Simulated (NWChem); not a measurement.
System: CH6FNOSi; SMILES CN[Si@@H](F)O

Here is an NWChem input.

```
start job
memory heap 200 mb stack 900 mb global 1100 mb
geometry units angstroms noautoz
  C      0.237606    -2.347084     0.082644
  N     -0.045158    -1.054594    -0.492109
  Si    -0.273319     0.403605     0.345401
  O     -1.196315     1.373127    -0.623418
  F      1.087548     1.257547     0.633772
  H      0.067206    -2.318830     1.170205
  H     -0.423811    -3.131625    -0.323380
  H      1.282076    -2.673756    -0.071881
  H     -0.004771    -1.015403    -1.504645
  H     -0.831484     0.117531     1.688365
  H     -1.018076     2.316021    -0.559995
end
basis spherical
  C library def2-svp
  N library def2-svp
  Si library def2-svp
  O library def2-svp
  F library def2-svp
  H library def2-svp
end
dft
  xc xcamb88 1.00 lyp 0.81 vwn_5 0.19 hfexch 1.00
  cam 0.33 cam_alpha 0.19 cam_beta 0.46
  iterations 150
  mulliken
end
task dft energy
```

Geometry: optimised at PBE0/def2-SVP.

Problem. What results follow from this input? (CAM-B3LYP/def2-SVP.) Quantities: energy (Ha); highest occupied level (eV); orbital gap (eV); dipole (D).

Solution. 
| Property | Value |
|---|---|
| energy (Ha) | -560.77 |
| highest occupied level (eV) | -8.46 |
| orbital gap (eV) | 10.96 |
| dipole (D) | 0.85 |
